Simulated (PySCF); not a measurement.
Species: C9H12Si.
Geometry (GFN2-xTB, Å), atoms numbered from 1 in this order:
```
atom  x, y, z in Å
C1     3.4334   -0.2838   -0.6800
C2     2.7162   -0.4768    0.4269
C3     3.3149   -0.9044    1.7354
C4     1.3168   -0.2872    0.4268
C5     0.1144   -0.1483    0.4694
C6    -1.2652    0.0573    0.4593
C7    -2.2399   -0.4931    1.2155
Si8   -3.6336    0.4509    0.3762
C9    -1.9873    1.0089   -0.4793
C10   -1.7760    0.6949   -1.9521
H11    2.9748    0.0234   -1.6045
H12    4.4996   -0.4342   -0.6928
H13    2.8616   -1.8376    2.0683
H14    3.1210   -0.1514    2.4991
H15    4.3889   -1.0436    1.6388
H16   -2.1081   -1.2167    2.0044
H17   -4.3348    1.4779    1.1467
H18   -4.5559   -0.3059   -0.4692
H19   -1.6849    2.0430   -0.2926
H20   -2.0814   -0.3265   -2.1734
H21   -2.3599    1.3712   -2.5741
H22   -0.7247    0.8017   -2.2216
```

Probes without a nucleus sit at each ring's centroid and 1 Å off its mean plane on both sides; NICS is minus the shielding there, NICSzz its component along the normal. Level: GIAO PBE0/pcSseg-1 (PySCF, non-relativistic, gas phase) on the GFN2-xTB geometry, one conformer.

Ring bond lengths (Å), with Mayer bond orders in brackets: C6–C7 1.351 (1.72), C7–Si8 1.881 (0.95), Si8–C9 1.937 (0.89), C9–C6 1.519 (0.96).

Task: What do the NICS probes read (ppm)?

Result: 
```json
{"ring": "C6–C7–Si8–C9", "type": "4-membered ring with Si; formal bonds 1 double, 3 single", "NICS(0)": "0.3", "NICS(1), two faces": "-2.5 / -2.4", "NICS(1)zz, two faces": "2.4 / 3.6", "rms pucker (Å)": "0.00", "centre to ring atoms, mean (Å)": "1.18"}
```

Task: What do they say, and how far can they be read as aromaticity?

Result: 
- C6–C7–Si8–C9: mean NICS(1)zz 3.0 ppm, near zero. Si8, C9 have four or more neighbours; no verdict on aromaticity is drawn.

Task: Give the inner angles of the rings and the Hirshfeld charges of the ring atoms.

Result: 
- C6–C7–Si8–C9: C6 105.0° (+0.013 e), C7 94.6° (-0.143 e), Si8 73.3° (+0.338 e), C9 87.2° (-0.105 e); sum 360.0° against 360° for a flat convex ring.

Task: What are the shieldings of the ring atoms and their hydrogens in the same run (means over atoms taken as equivalent)?

Result: 
```
atoms                      environment  σ isotropic (ppm)  principal values of the symmetric part, first atom (ppm)
   C6  fully substituted alkene carbon               27.4                                        -83.5, 27.3, 138.4
   C7                 alkene CH carbon               40.7                                        -66.7, 33.2, 155.8
  Si8                     SiH2 silicon              389.9                                       350.9, 391.3, 427.5
   C9      sp3 carbon bound to silicon              151.0                                       137.0, 144.7, 171.2
  H16                 vinylic hydrogen              25.32                                          23.1, 24.8, 28.0
  H17                    Si–H hydrogen              26.84                                          23.9, 24.8, 31.8
  H18                    Si–H hydrogen              27.18                                          24.2, 25.6, 31.7
  H19                 methine hydrogen              29.30                                          26.4, 28.3, 33.2
```
